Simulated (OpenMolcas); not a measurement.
Mn5+, Tc5+, Re5+: d² down the group

| Item | Value |
| --- | --- |
| Program | OpenMolcas |
| Method | SS-CASPT2, IPEA 0.25 Eh, imaginary shift 0.1 Eh |
| Basis | ANO-R2 |
| Scalar Hamiltonian | X2C, finite nucleus |
| Spin-orbit coupling | state interaction with AMFI integrals over the reference wave functions, term energies averaged over their components |

Active space for each ion: 2 electrons in 5 orbitals (d); closed shells correlated by CASPT2: Mn5+ 3s 3p; Tc5+ 4s 4p; Re5+ 5s 5p.

Computed levels in cm-1 above ³F₂:

```json
{"Level": "³F₃", "Mn5+": "742", "Tc5+": "2080", "Re5+": "8410"}
{"Level": "³F₄", "Mn5+": "1677", "Tc5+": "4380", "Re5+": "15080"}
{"Level": "¹D₂", "Mn5+": "15300", "Tc5+": "11690", "Re5+": "16860"}
{"Level": "³P₀", "Mn5+": "18570", "Tc5+": "13160", "Re5+": "14890"}
{"Level": "³P₁", "Mn5+": "18830", "Tc5+": "14040", "Re5+": "19900"}
{"Level": "³P₂", "Mn5+": "19420", "Tc5+": "16060", "Re5+": "28410"}
{"Level": "¹G₄", "Mn5+": "26340", "Tc5+": "19270", "Re5+": "27500"}
{"Level": "¹S₀", "Mn5+": "60570", "Tc5+": "43350", "Re5+": "51410"}
{"Level": "weight of ³F in the lowest level (%)", "Mn5+": "100", "Tc5+": "98", "Re5+": "88"}
```

Mixed levels, with the weight of the term that names them: Re5+ ¹D₂ (53 %), Re5+ ³P₂ (63 %).

Measured, with the error of the calculation in %. Measured levels: Mn5+ from Corliss and Sugar, J. Phys. Chem. Ref. Data 6, 1253 (1977).

```tsv
Level	Mn5+
³F₃	746 (-0.5)
³F₄	1669 (+0.5)
¹D₂	15336 (-0.2)
³P₀	17782 (+4.4)
³P₁	18057 (+4.3)
³P₂	18628 (+4.2)
¹G₄	25511 (+3.2)
```

The fine-structure level ³F₄ changes by a factor of 8.99 from Mn5+ to Re5+.

Without spin-orbit coupling ¹D lies 14400, 9550, 8560 cm-1 above ³F in that order; the difference to the level ¹D₂, of either sign, comes from spin-orbit coupling, which also lowers the zero.

CASPT2 breaks the degeneracy within a term, and the mean is taken; among the terms shown or strongly mixed into the levels shown the widest spread is 780 cm-1 (3d² ¹G, Mn5+). Computed and measured levels are paired by configuration, term and J; levels that our copy of the source lacks, or whose pairing is in doubt (as where it misses far off the trend of its configuration), stay unpaired and out of the deviations. Only configurations of the active space appear.
